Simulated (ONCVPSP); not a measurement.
## Before and after: ONCV potential for C

ONCVPSP 4.0.1 input, shortened (lines: element, Z, core and valence counts, functional; n l f; lmax; l rc ep ncon nbas qcut; lloc lpopt rc5 dvloc0; l nproj debl; icmod fcfact rcfact), PBE, scalar-relativistic:

```
  C 6.00    1    2        4      upf
    1    0    2.00
    2    0    1.50
    2    1    2.50
    2
    0    1.20    0.00    3    7    6.40
    1    2.25    0.00    4    7    4.90
    2    2.00    0.19    4    8    4.00
    4    5    0.75    2.00
    0    2    0.60
    1    1    2.40
    2    2    2.80
    0    0.00    0.00
```

All-electron outer shells of the reference configuration (PBE, scalar-relativistic, ld1.x):

| shell | level (eV) | outermost node (bohr) | outermost maximum (bohr) |
| --- | --- | --- | --- |
| 1s | -273.88 | – | 0.17 |
| 2s | -13.98 | 0.38 | 1.22 |
| 2p | -5.51 | – | 1.20 |

Change: all radii scaled by about 1.03 (s 1.24, p 2.32, d 2.06 bohr); local potential polynomial inside 0.78 bohr (lpopt 5, dvloc0 2 Ha).

Cutoffs: the cutoffs (Ha) at which the residual kinetic energy of the hardest occupied pseudo-wave falls to 1 and 0.1 mHa per electron; they do not see the model core or the augmentation charge, which bear on the density cutoff. Errors are all-electron minus pseudo energies relative to the spin-unpolarised reference configuration.

**Question.** What does the change do?

**Answer.** The potential gets softer (16 Ha and 25 Ha → 16 Ha and 21 Ha); the errors of the 4 common tests hardly move; neither file shows a bound ghost. A larger radius leaves more room for a smooth pseudo-wave, so fewer plane waves are needed.

```tsv
quantity	base	changed
cutoff, loose	16 Ha	16 Ha
cutoff, tight	25 Ha	21 Ha
loose cutoff by channel	s 16 Ha, p 10 Ha	s 16 Ha, p 9.8 Ha
bound ghosts	none	none
GHOST(+) flags under 300 eV	d at 75.1 eV	d at 83.9 eV
error for 2s2 2p2, meV [ΔE -4.24 eV]	-2.6	-2.8
error for 2s2 2p1, meV [ΔE 6.63 eV]	+108	+118
error for 2s2 2p0, meV [ΔE 30.78 eV]	+721	+781
error for 2s0 2p4, meV [ΔE 12.74 eV]	-25	-27
```
